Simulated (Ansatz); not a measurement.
Ga(CO)H3 (CH3GaO). The state is a singlet with charge 0. Geometry PBE0-D4/def2-TZVP, basis def2-TZVP, Ansatz.

```xyz
6

Ga   -0.456    0.392    0.613
C     0.710   -0.634   -0.969
O     1.319   -1.128   -1.767
H     0.598    0.116    1.747
H    -1.724   -0.531    0.496
H    -0.448    1.785   -0.120
```

```csv
run,HOMO (eV),LUMO (eV)
A,-9.50,-0.71
B,-11.38,2.21
C,-8.34,-1.91
D,-7.05,-2.91
E,-7.24,-3.22
F,-7.89,-2.42
```

The runs used BHLYP, BLYP, HF, LDA (SPW92), PBE0, r2SCANh. Estimate which is which.

A BHLYP (50 % exact exchange); B HF (100 % exact exchange); C PBE0 (25 % exact exchange); D BLYP (0 % exact exchange); E LDA (SPW92) (0 % exact exchange); F r2SCANh (10 % exact exchange). Exact exchange lowers occupied and raises empty levels; among semilocal functionals meta-GGAs tend to open the gap a little, and such runs are hard to tell apart. The gap grows from 4.02 eV (LDA (SPW92)) to 13.59 eV (HF).
